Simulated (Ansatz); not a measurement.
`[SiH3]C1(S)CO1` + `C[NH][GeH3]` → `C[N]([SiH3])[GeH3]` + `SC1CO1`  (ligand exchange at the Si–C bond)

Isolated molecules relaxed with PBE0-D4/def2-TZVP in Ansatz; ΔE leaves out vibrations. CCSD(T)/CBS is the MP2 limit (def2-TZVPP, def2-QZVPP) plus CCSD(T) − MP2 in def2-TZVPP, frozen cores. For Ge outer-core shells are correlated without core-valence functions, which leaves a few kJ/mol of doubt a bond. Scalar relativity is left out up to krypton. Each species was taken in one conformer, which may not be the lowest.

```csv
level,ΔE (kJ/mol)
MP2/def2-SVP,-63.9
SCS-MP2/def2-QZVPP,-67.8
```

Q: What does CCSD(T)/CBS give? (An estimate is asked.)

A: The calculation gave: -64.0 kJ/mol. The listed levels differ from it by 0.1, -3.8 kJ/mol.

Largest T1 diagnostic among the species: 0.013.

From BLYP to BHLYP (50 % exact exchange), in def2-TZVPP and without D4, ΔE moves by −11.3 kJ/mol. Leaving LDA and LC-ωPBE aside and taking each functional with its dispersion term where it has one, the values, not all of them listed here, spread over 15.3 kJ/mol, from BHLYP-D4 to PBE-D4. LDA lies −3.0 kJ/mol from PBE without D4. In def2-TZVPP, CCSD(T) changes the Hartree–Fock value by +9.9 kJ/mol (the triples alone add +2.2 kJ/mol) and MP2 by +8.7 kJ/mol.
